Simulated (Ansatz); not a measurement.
Consider the ligand exchange at a B–N bond: `BN(B)CC` + `CCNC` → `BN(C)CC` + `BNCC`.

Calculated with Ansatz (gas phase, PBE0-D4/def2-TZVP geometries, no zero-point term in ΔE). CCSD(T)/CBS adds triple-zeta CCSD(T) − MP2 to the extrapolated MP2 energy (def2 sets, frozen cores). Functionals use def2-TZVPP. HSE06 is defined as in plane-wave codes. Each species was taken in one conformer, which may not be the lowest.

`BN(B)CC`:

Cartesian coordinates in Å:
```
B -1.344 0.104 -1.235
N -0.230 -0.425 -0.536
B -0.140 -1.810 -0.245
C 0.833 0.480 -0.080
C 0.550 1.028 1.303
H -1.382 1.280 -1.467
H -2.218 -0.631 -1.580
H 0.820 -2.221 0.344
H -1.019 -2.537 -0.595
H 1.779 -0.066 -0.082
H 0.924 1.299 -0.797
H 0.468 0.216 2.031
H 1.350 1.698 1.626
H -0.390 1.587 1.313
```

`CCNC`:

Cartesian coordinates in Å:
```
C -0.680 -1.694 -0.364
C 0.284 -0.587 0.003
N -0.323 0.715 -0.173
C 0.540 1.803 0.224
H -1.022 -1.580 -1.395
H -0.208 -2.674 -0.260
H -1.560 -1.681 0.287
H 1.166 -0.634 -0.646
H 0.654 -0.741 1.033
H -1.190 0.755 0.349
H 0.012 2.753 0.124
H 0.917 1.724 1.258
H 1.410 1.839 -0.439
```

`BN(C)CC`:

Cartesian coordinates in Å:
```
B 0.595 -0.990 1.174
N -0.319 -0.291 0.402
C -1.744 -0.362 0.648
C -0.016 0.582 -0.721
C 1.448 0.718 -1.067
H 1.766 -0.918 0.955
H 0.174 -1.669 2.068
H -2.273 -0.747 -0.231
H -1.941 -1.019 1.493
H -2.151 0.631 0.870
H -0.434 1.574 -0.503
H -0.566 0.213 -1.597
H 1.549 1.391 -1.921
H 1.889 -0.243 -1.335
H 2.022 1.131 -0.236
```

`BNCC`:

```xyz
12

B     0.268   -0.138   -1.986
N     0.461   -0.477   -0.659
C     0.391    0.405    0.487
C    -0.721    0.027    1.448
H     0.346   -0.994   -2.819
H     0.028    1.003   -2.264
H     0.655   -1.437   -0.418
H     0.238    1.418    0.109
H     1.352    0.403    1.016
H    -0.584   -0.988    1.830
H    -0.738    0.704    2.305
H    -1.693    0.073    0.952
```

Is it downhill or uphill in electronic energy at CCSD(T)/CBS, and by how much? (Estimate.)

Computed: Downhill: ΔE = -56.3 kJ/mol.

What do these levels give: HSE06-D4, ωB97X-V, ωB97M-V, PBE0, r2SCANh, CCSD/CBS(def2)? (An estimate is asked.)

The calculation gave: HSE06-D4 -60.1, ωB97X-V -54.6, ωB97M-V -56.8, PBE0 -59.9, r2SCANh -59.4, CCSD/CBS(def2) -53.4 kJ/mol.

Largest T1 diagnostic among the species: 0.012.

From r2SCAN to r2SCAN0 (25 % exact exchange), in def2-TZVPP and without D4, ΔE moves by +3.6 kJ/mol. Leaving LDA and LC-ωPBE aside and taking each functional with its dispersion term where it has one, the values, not all of them listed here, spread over 13.6 kJ/mol, from PBE-D4 to BHLYP-D4. LDA lies −11.7 kJ/mol from PBE without D4. In def2-TZVPP, CCSD(T) changes the Hartree–Fock value by −19.5 kJ/mol (the triples alone add −2.8 kJ/mol) and MP2 by −18.3 kJ/mol.
